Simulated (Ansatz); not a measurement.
The first iterations of a band of BFH2 + BrH (6 atoms, charge 0, multiplicity 1).

These are results of RKS PBE-D4/def2-SVP (Ansatz 0.2.0), not measurements.

| Property | Result |
| --- | --- |
| movable images | 9 |
| climbing image | yes |
| spring | 5.0 eV/Å² |
| optimiser | quadratic models (default) |
| start path | through a guess of the saddle point |
| force threshold | 0.03 eV/Å |
| iteration limit | 60 |
| end points | relaxed |

Image 0:

```xyz
6
Properties=species:S:1:pos:R:3
B -0.006 0.266 -0.045
F -0.017 0.724 1.212
H 1.074 0.166 -0.598
H -1.082 0.096 -0.591
Br 0.091 -2.581 0.826
H 0.084 -1.955 2.119
```

Image 10:

```xyz
6
Properties=species:S:1:pos:R:3
B 0.015 -0.365 -0.073
F 0.008 0.128 1.660
H 1.067 0.086 -0.462
H -1.068 0.016 -0.450
Br 0.082 -2.333 0.339
H 0.040 -0.815 1.909
```

| iteration | highest image above the first end (eV) | largest band force component (eV/Å) |
| --- | --- | --- |
| 1 | 1.832 | 5.278 |
| 2 | 0.822 | 2.528 |
| 3 | 0.727 | 1.254 |
| 4 | 1.024 | 2.594 |
| 5 | 0.953 | 2.231 |

Problem. Does the band converge within its limit, and where does its top end?

Solution. The forces met the threshold. It ended after 15 iterations with the highest image 0.631 eV above the first end. A vibrational analysis at the climbing image gives one clearly imaginary mode, 643i cm⁻¹: a first-order saddle point. The orbitals stay closed-shell, which can raise the energy where a bond breaks towards radicals; this wasn't checked here.

Run time: 3.1 min on 1 thread of Arm Neoverse V2, on a shared host, peak memory 0.16 GiB.
